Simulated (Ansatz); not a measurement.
One change: `N[SiH2]N[CH2][AlH2]` becomes `CN[SiH2]N`.

Ansatz, PBE0-D4/def2-TZVP geometries, multiplicity 1. Each molecule was computed in one conformer, which needn't be the lowest.

```csv
property,`N[SiH2]N[CH2][AlH2]`
LUMO energy (B3LYP/def2-TZVPP) / eV,-1.62
HOMO energy (PBE0/def2-TZVPP) / eV,-6.50
LUMO energy (ωB97M-V/def2-TZVPP) / eV,0.17
HOMO energy (ωB97M-V/def2-TZVPP) / eV,-8.81
LUMO energy (PBE/def2-TZVPP) / eV,-2.17
size of the dipole moment (B3LYP/def2-TZVPP) / D,0.78
```

Task: Give the same properties after the change, and the shifts. (An estimate is asked.)

Result: The calculation gave: 
```csv
property,`CN[SiH2]N`,shift
LUMO energy (B3LYP/def2-TZVPP) / eV,0.61,2.23
HOMO energy (PBE0/def2-TZVPP) / eV,-6.62,-0.12
LUMO energy (ωB97M-V/def2-TZVPP) / eV,2.37,2.20
HOMO energy (ωB97M-V/def2-TZVPP) / eV,-8.96,-0.15
LUMO energy (PBE/def2-TZVPP) / eV,0.09,2.26
size of the dipole moment (B3LYP/def2-TZVPP) / D,0.96,0.18
```

With PBE0 the HOMO falls by 0.12 eV and the LUMO rises by 2.30 eV, so the gap widens by about 2.42 eV. PBE moves the HOMO by -0.07 eV and ωB97M-V by -0.15 eV. Dipoles are sizes alone; their direction can turn.

B3LYP here is the variant with VWN-RPA as its local correlation; programs differ in this.
